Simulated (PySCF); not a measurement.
Ta(O)(OH)2(NH2) (H₄NO₃Ta), SMILES [Ta]([OH])([NH2])([OH])=[O], multiplicity 1. Coordinates come from a PBE-D3(BJ)/def2-SVP optimisation. The multiplicity is an assumed one; other spin states were not compared. The def2 effective core potentials stand for the cores of Ta; spin–orbit coupling is left out. Other conformers were not sampled.

Computed equilibrium geometry at PBE-D3(BJ)/def2-SVP (PySCF confirms it by a frequency run) as Cartesian coordinates in Å, and its point group (one conformer of several):
point group Cs.
```xyz
9

Ta     0.0190     0.0238     0.0000
O     -0.0823     1.7637     0.0000
O      0.9297    -0.6261     1.5757
H      1.2330    -0.1552     2.3697
O      0.9297    -0.6261    -1.5757
H      1.2330    -0.1552    -2.3697
N     -1.8830    -0.5727     0.0000
H     -2.6999     0.0448     0.0000
H     -2.1893    -1.5517     0.0000
```
Charge 0, spin multiplicity 1.
